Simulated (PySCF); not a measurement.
**CaTe: frontier orbitals**

BHandHLYP at R = 2.656 Å; Ca def2-SVP, Te def2-SVP with ECP28; scalar-relativistic core potentials (PySCF 2.14). State: ¹Σ⁺ (singlet), closed shell. Only the outer orbitals are listed, counted within each symmetry, core potentials removing the inner ones.

```json
{"orbital": "4π", "occ.": "2", "ε (eV)": "-32.54", "on Ca (%)": "100", "main shells (%)": "100 Ca p"}
{"orbital": "4π", "occ.": "2", "ε (eV)": "-32.54", "on Ca (%)": "100", "main shells (%)": "100 Ca p"}
{"orbital": "8σ", "occ.": "2", "ε (eV)": "-32.48", "on Ca (%)": "99", "main shells (%)": "99 Ca p"}
{"orbital": "9σ", "occ.": "2", "ε (eV)": "-15.53", "on Ca (%)": "8", "main shells (%)": "92 Te s"}
{"orbital": "10σ", "occ.": "2", "ε (eV)": "-6.03", "on Ca (%)": "31", "main shells (%)": "66 Te p, 27 Ca s"}
{"orbital": "5π", "occ.": "2", "ε (eV)": "-5.30", "on Ca (%)": "17", "main shells (%)": "83 Te p, 11 Ca d"}
{"orbital": "5π", "occ.": "2", "ε (eV)": "-5.30", "on Ca (%)": "17", "main shells (%)": "83 Te p, 11 Ca d"}
{"orbital": "11σ", "occ.": "0", "ε (eV)": "-2.13", "on Ca (%)": "86", "main shells (%)": "62 Ca s, 23 Ca p, 14 Te p"}
{"orbital": "6π", "occ.": "0", "ε (eV)": "0.04", "on Ca (%)": "99", "main shells (%)": "52 Ca p, 47 Ca d"}
{"orbital": "6π", "occ.": "0", "ε (eV)": "0.04", "on Ca (%)": "99", "main shells (%)": "52 Ca p, 47 Ca d"}
```

Question: Which are the highest filled and the lowest empty level, where do they sit, and how wide is the gap?

Answer: Highest filled 5π at -5.30 eV (in %: 83 Te p, 11 Ca d); lowest empty 11σ at -2.13 eV (in %: 62 Ca s, 23 Ca p, 14 Te p); the gap at BHandHLYP is 3.17 eV.

```
bond order (Mayer)                               : 2.14
⟨S²⟩                                             : 0.000
charge on Ca (Mulliken, basis-dependent)         : 0.57
charge on Ca (Löwdin, basis-dependent)           : 0.31
dipole moment (positive dipole means Ca(−)Te(+)) : -10.71 D
```

Spin–orbit coupling is left out.
